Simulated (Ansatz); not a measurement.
A structure relaxed at r2SCAN-D4/def2-SVP in Ansatz, charge 0, singlet:

```csv
atom,x (Å),y (Å),z (Å)
Tc1,0.1149,0.0682,-0.0524
O2,1.4143,-0.1599,0.9801
O3,0.4821,-0.5497,-1.5657
O4,-0.2244,1.7039,-0.1788
Br5,-1.7869,-1.0625,0.8169
```

Q: Give its formula, name or SMILES and point group.

A: TcO3Br (TcBrO3). Point group C3v (tolerance 0.1 Å).

Q: Summarise the bond lengths by kind (pairs closer than 1.2 times the sum of covalent radii, bridged metal pairs left out).

A: 3 × O–Tc 1.68 Å; 1 × Br–Tc 2.38 Å. The metal has 4 neighbours: O 1.68 Å, O 1.68 Å, O 1.68 Å, Br 2.38 Å.

In the def2 sets Tc takes a core potential; there is no spin–orbit coupling. The restricted singlet is unstable towards broken spin symmetry in Hartree–Fock (as tested in another run); at r2SCAN-D4/def2-SVP this wasn't settled.
